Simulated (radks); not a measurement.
The scandium ion Sc4+, 17 electrons, occupied as [Ne] 3s2 3p5. All-electron calculation, scalar-relativistic Kohn-Sham, BLYP, spin-unpolarised, spherical densities, finite nucleus; Fermi nuclear charge, rms radius 3.5459 fm. Program: a radial shooting solver on a logarithmic mesh with Libxc functionals.

Unscreened Slater integrals over Kohn-Sham orbitals (cm^-1).

integral,value
"F0(3p,3p)",181550
"F2(3p,3p)",91917
"F0(3p,3s)",186220
"G1(3p,3s)",124290
"F0(3p,2p)",245540
"F2(3p,2p)",48772
"G0(3p,2p)",19505
"G2(3p,2p)",20170
"F0(3p,2s)",241180
"G1(3p,2s)",14979
"F0(3s,3s)",191360
"F0(3s,2p)",253610
"G1(3s,2p)",21209
"F0(3s,2s)",250210
"G0(3s,2s)",16961
"F0(2p,2p)",653370
"F2(2p,2p)",305810
"F0(2p,2s)",608230
"G1(2p,2s)",355180
"F0(2s,2s)",578670

Derived for the open shells (J is the average intra-shell exchange parameter used in DFT+U). 3p: J = F2/5 = 18380 cm^-1.
